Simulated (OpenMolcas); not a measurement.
## Kr3+: effect of the active space

```json
{
 "Program": "OpenMolcas",
 "Method": "CASSCF",
 "Basis": "ANO-RCC-VDZP",
 "Scalar Hamiltonian": "DKH2, point nucleus",
 "Spin-orbit coupling": "RASSI with atomic mean-field integrals over the reference wave functions, term energies averaged over their components"
}
```

A. 3 electrons in 3 orbitals (4p); 2S+1 = 4 odd, 1 root; 2S+1 = 2 odd, 8 roots; cost of the order of 1.7 core-seconds
B. 5 electrons in 4 orbitals (4s 4p); 2S+1 = 4 odd, 1 root; 2S+1 = 2 odd, 8 roots; 2S+1 = 4 even, 3 roots; 2S+1 = 2 even, 9 roots; cost roughly 7 core-seconds

Energies in cm-1 above 4s2 4p3 4S* 3/2, the measured ground level; measured values from Saloman, J. Phys. Chem. Ref. Data 36, 215 (2007).

```json
{"Level": "4s2 4p3 4S* 3/2", "A": "0.0", "B": "0.0", "Measured": "0.0"}
{"Level": "4s2 4p3 2D* 3/2", "A": "21855", "B": "21422", "Measured": "17038"}
{"Level": "4s2 4p3 2D* 5/2", "A": "23161", "B": "23229", "Measured": "18700"}
{"Level": "4s2 4p3 2P* 1/2", "A": "38174", "B": "32908", "Measured": "31056"}
{"Level": "4s2 4p3 2P* 3/2", "A": "39968", "B": "35160", "Measured": "33406"}
```

Deviations, from unrounded energies. A percentage is the sum of absolute deviations over the sum of measured energies, with the sign that they share, or ± where signs differ.

```tsv
Against measurement	Levels	A	B
mean absolute deviation (cm-1)	4	5700	3100
other terms of the ground configuration (%)	4	+22.9	+12.5
```

B lies closest to measurement on these levels. The largest miss of B in the table is 4s2 4p3 2D* 5/2, by +4500 cm-1. The ranking rests on the paired levels alone, and a cruder setting can come out closer through cancelling errors.

Between A and B the level of the table that moves most is 4s2 4p3 2P* 1/2, by 5300 cm-1 (lowest in B, highest in A).

The basis is small and was not contracted for so high a charge. With the s shell closed, the reference lacks s² → p² mixing (holds for A). Measured partners are found by configuration, term and J. A level has none where our copy of the source lacks it or the pairing is in doubt (some pairs that miss far off the trend of their configuration count as doubtful), and it then counts in no deviation. Only configurations of the active space appear. Levels that lie high or do not pair safely by name in every column are left out.

* marks odd parity.
